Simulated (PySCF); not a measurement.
GeH$_{9}$NSi$_{2}$, BGeH$_{9}$Si$_{2}$ (calculated)

Calculation on a computer-drawn molecule: the log of a Hartree-Fock and frozen-core CCSD(T) single point meant for a local Hartree-Fock minimum, with one planted fault or none, to be diagnosed. Offsets are logged minus clean, where the clean run is the same molecule without the fault. The reference is restricted for singlets and unrestricted otherwise, and also for a bond in bohr or an excited solution. Adding or removing an electron swaps singlet and doublet. The excited solution moves the top pair (singlet) or top alpha electron (doublet) to the lowest empty orbital. Highest occupied and lowest empty are orbital energies over both spins, largest force is the largest gradient component, triples share is (T) over the correlation energy, the T1 limit is 0.02 restricted and 0.045 unrestricted, electrons count all cores, a negative frequency is imaginary (commonest isotopes), and the dipole is about the centre of nuclear charge; on germanium a core potential holds 10 electrons, which the energies leave out, and 3d is frozen in MP2 and coupled-cluster steps. Program: PySCF 2.14.0.

Common to all runs: meant charge 0; meant multiplicity 1; meant basis cc-pV(D+d)Z; meant basis and core potential on germanium cc-pVDZ-PP ECP10MDF; logged basis functions 128; logged SCF converged yes; possible faults no fault, one electron removed, one electron added, multiplicity raised by two, geometry at a saddle point, SCF held on an excited solution, minimal basis STO-3G, one bond length entered in bohr, all coordinates scaled.

(1) GeH$_{9}$NSi$_{2}$

Logged structure:
```xyz
13
GeH9NSi2
Si    -1.1114    -0.0168     1.8349
N      0.3218    -0.0316     0.8476
Si     1.8721     0.4140     1.5002
Ge     0.1945    -0.5350    -0.9461
H     -2.2519    -0.4432     0.9893
H     -1.3981     1.3340     2.3721
H     -0.9997    -0.9450     2.9843
H      1.6878     0.7651     2.9280
H      2.4501     1.5790     0.7896
H      2.8471    -0.6976     1.4007
H     -0.3322    -1.9676    -1.0438
H     -0.7489     0.4167    -1.6833
H      1.6057    -0.4451    -1.5305
```

- logged electrons: 75
- logged spin squared: 0.7643
- logged highest occupied: -17.469 eV
- logged lowest empty: -6.1929 eV
- logged largest force: 0.071639 hartree/bohr
- logged T1 diagnostic: 0.026545
- logged D1 diagnostic: 0.16976
- logged triples share: 0.025894
- logged CC converged: yes
- logged dipole magnitude: 1.2562 debye
- logged SCF stable within its kind: yes
- logged energy HF: -930.6768 hartree
- logged energy CCSD(T): -931.20708 hartree
- planted fault: one electron removed
- HF energy offset from clean run: 190.8 kcal/mol
- CCSD(T) energy offset from clean run: 211.5 kcal/mol

Drawn bonds:
```
atom  other atom  order
   1           2      1
   2           3      1
   2           4      1
   1           5      1
   1           6      1
   1           7      1
   3           8      1
   3           9      1
   3          10      1
   4          11      1
   4          12      1
   4          13      1
```

(2) BGeH$_{9}$Si$_{2}$

Logged structure:
```xyz
13
BGeH9Si2
Si     0.6645    -0.0985     0.6730
Si    -1.1103     1.4724     0.4844
B     -2.2043     0.9983    -1.1622
Ge    -3.8958    -0.2309    -1.1545
H      0.1258    -1.4769     0.7757
H      1.4730     0.1888     1.8817
H      1.5438    -0.0268    -0.5194
H     -1.9163     1.4067     1.7310
H     -0.5159     2.8315     0.3906
H     -1.8530     1.4248    -2.2283
H     -3.8825    -1.2227    -2.3264
H     -5.1354     0.6661    -1.3106
H     -4.0585    -1.0315     0.1449
```

- logged electrons: 75
- logged spin squared: 0.763
- logged highest occupied: -1.6378 eV
- logged lowest empty: 7.1557 eV
- logged largest force: 0.027662 hartree/bohr
- logged T1 diagnostic: 0.013392
- logged D1 diagnostic: 0.035447
- logged triples share: 0.028095
- logged CC converged: yes
- logged dipole magnitude: 1.9769 debye
- logged SCF stable within its kind: yes
- logged energy HF: -901.14051 hartree
- logged energy CCSD(T): -901.64394 hartree
- planted fault: one electron added
- HF energy offset from clean run: -8.397 kcal/mol
- CCSD(T) energy offset from clean run: -20.7 kcal/mol

Drawn bonds:
```
atom  other atom  order
   1           2      1
   2           3      1
   3           4      1
   1           5      1
   1           6      1
   1           7      1
   2           8      1
   2           9      1
   3          10      1
   4          11      1
   4          12      1
   4          13      1
```

(3) GeH$_{9}$NSi$_{2}$

Logged structure:
```xyz
13
GeH9NSi2
Si     0.5363     4.0003    -0.7112
Si    -0.8724     2.1097    -0.9190
N     -1.0641     1.3338     0.6168
Ge    -1.3221    -0.4540     1.0054
H      1.9101     3.5934    -0.3248
H      0.0134     4.9135     0.3386
H      0.6066     4.7528    -1.9889
H     -0.2735     1.1222    -1.8491
H     -2.1573     2.5521    -1.5277
H     -1.2751     1.9416     1.3899
H     -0.7774    -0.7107     2.4128
H     -0.5551    -1.2672    -0.0355
H     -2.8077    -0.8364     0.9662
```

* logged electrons: 76
* logged spin squared: 0
* logged highest occupied: -2.7151 eV
* logged lowest empty: -4.1215 eV
* logged largest force: 0.080307 hartree/bohr
* logged CC converged: no
* logged dipole magnitude: 1.5398 debye
* logged SCF stable within its kind: no
* logged energy HF: -930.41448 hartree
* planted fault: SCF held on an excited solution
* HF energy offset from clean run: 340.5 kcal/mol

Drawn bonds:
```
atom  other atom  order
   1           2      1
   2           3      1
   3           4      1
   1           5      1
   1           6      1
   1           7      1
   2           8      1
   2           9      1
   3          10      1
   4          11      1
   4          12      1
   4          13      1
```

Notes: CCSD not converged.
